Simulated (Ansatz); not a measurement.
Reaction (cleavage of the Si–Sn bond): `[SnH3][SiH]1CO1` + HBr → `Br[SiH]1CO1` + `[SnH4]`

Program: Ansatz. Geometries: PBE0-D4/def2-TZVP. ΔE: electronic, gas phase. CCSD(T)/CBS is the MP2 limit (def2-TZVPP, def2-QZVPP) plus CCSD(T) − MP2 in def2-TZVPP, frozen cores. Elements past krypton have def2 core potentials. For Br, Sn outer-core shells are correlated without core-valence functions, which leaves a few kJ/mol of doubt a bond. Scalar relativity is left out up to krypton.

```
          species  CCSD/CBS(def2) energy (Eh)
`[SnH3][SiH]1CO1`                  -619.86600
              HBr                 -2573.91032
    `Br[SiH]1CO1`                 -2977.42006
         `[SnH4]`                  -216.38310
```

Q: Work out ΔE.

A: ΔE = (-2977.42006) + (-216.38310) − (-619.86600) − (-2573.91032) = -0.02684 Eh = -0.73 eV. CCSD(T)/CBS gives -0.71 eV.

Largest T1 diagnostic among the species: 0.015.

From BLYP to BHLYP (50 % exact exchange), in def2-TZVPP and without D4, ΔE moves by −0.12 eV. At CCSD(T), def2-SVP lies +0.05 eV from the extrapolated value and def2-TZVPP −0.02 eV. In def2-TZVPP, CCSD(T) changes the Hartree–Fock value by +0.17 eV (the triples alone add +0.02 eV) and MP2 by +0.13 eV.
